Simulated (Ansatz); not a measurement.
**Errors in the atomisation enthalpy at 298 K**

10 molecules with halogens; the atomisation enthalpy at 298 K in kJ/mol, computed less measured. Shapes, held fixed at every level: PBE0-D4/def2-TZVP. Flexible molecules stand in one conformer, not always the lowest. Thermal terms are harmonic and unscaled (PBE0-D4/def2-TZVP); the spin-orbit lowering of the free atoms is taken from their spectra. Programs: Ansatz 0.2.0. Measured values: Active Thermochemical Tables, CRC Handbook of Chemistry and Physics, NIST-JANAF tables.

Levels: A = r2SCAN-D4/def2-TZVPP; B = B3LYP-D4/def2-TZVPP; C = CCSD/def2-TZVPP.

```csv
molecule,from tabulated heats,A,B,C
AlClF2 (SMILES [F][Al]([F])[Cl]),1609,+1,-42,-75
BBr2F (dibromofluoroborane),1388,+27,-24,-81
CHClF2 (difluorochloromethane),1698,+16,-18,-99
C2HClF2 (SMILES FC(F)=CCl),2247,+63,+23,-105
"C2H3Cl3 (1,1,1-trichloroethane)",2596,+14,-35,-152
"C2H3F3 (1,1,1-trifluoroethane)",3070,+25,-12,-130
C2H4Cl2 (SMILES ClCCCl),2678,+6,-20,-124
C2H5I (iodoethane),2638,-2,-7,-99
C3H7Cl (SMILES CCCCl),3930,+6,-6,-142
C4H9Cl (2-chloro-2-methylpropane),5133,+6,-13,-187
```

Problem. Which level does best on this set, which worst, and which err to one side?

Solution. 
```
               level                   kind  mean error  mean absolute error  worst case
r2SCAN-D4/def2-TZVPP               meta-GGA       +16.2                 16.6     C2HClF2
 B3LYP-D4/def2-TZVPP          global hybrid       -15.4                 20.0      AlClF2
     CCSD/def2-TZVPP  coupled cluster or CI      -119.4                119.4      C4H9Cl
```

On this set r2SCAN-D4/def2-TZVPP has the smallest mean absolute error and CCSD/def2-TZVPP the largest. r2SCAN-D4/def2-TZVPP is too high in 9 of 10; B3LYP-D4/def2-TZVPP is too low in 9 of 10; CCSD/def2-TZVPP is too low in 10 of 10. The heats of AlClF2, C2H3Cl3, C2H3F3, C3H7Cl, C4H9Cl come from older tables and can be uncertain by 10 kJ/mol or more. The molecules' own spin-orbit binding is left out, so errors for heavy halides read too negative. Heats of the atoms come from ATcT where it has them, that of boron, 570 kJ/mol, from recent work. With so many references in doubt the order of the levels isn't settled. The tabulated values of BBr2F, C2HClF2 are in doubt (older tables, estimates, or at odds with other calculations) and kept here. Over the 8 molecules whose values aren't doubted the mean absolute errors are A 9.5; B 19.1; C 126.0. For CCSD/def2-TZVPP the error tends to grow with the atomisation enthalpy. Correlated wave functions converge slowly with the basis. CCSD also lacks the triples, which bind further. For atoms past krypton def2 sets carry core potentials with scalar relativity. Relativity is left out for Br. Outer-core shells of Br, I are correlated, in sets that cover them unevenly. The set is small.
